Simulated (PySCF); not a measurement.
Ionisation energy of Ba by level of theory

Ba [Xe] 6s2 (1S) → Ba⁺ [Xe] 6s1 (2S), as a difference of total energies. Calculation: PySCF 2.14, in x2c-TZVPPall with one added diffuse shell each of s, p, d type (12s8p7d2f1g, 94 functions); scalar relativity by spin-free X2C-1e. Correlated levels: valence and next inner shell: [Kr] 4d10 frozen. The calculations carry no spin-orbit coupling.

```
                                method  ionisation energy (eV)
                                   UHF                   4.272
    MP2 (valence and next inner shell)                   5.070
SCS-MP2 (valence and next inner shell)                   5.094
   CCSD (valence and next inner shell)                   5.069
CCSD(T) (valence and next inner shell)                   5.145
```

Errors of the correlated levels include the incompleteness of this basis and the frozen core.

Question: Which method comes closest to the reference value, and which is furthest?

Answer: The reference is 5.212 eV (measured; NIST Atomic Spectra Database, ionization energies). Closest: CCSD(T) (valence and next inner shell) (error -0.067 eV); furthest: UHF (error -0.940 eV).
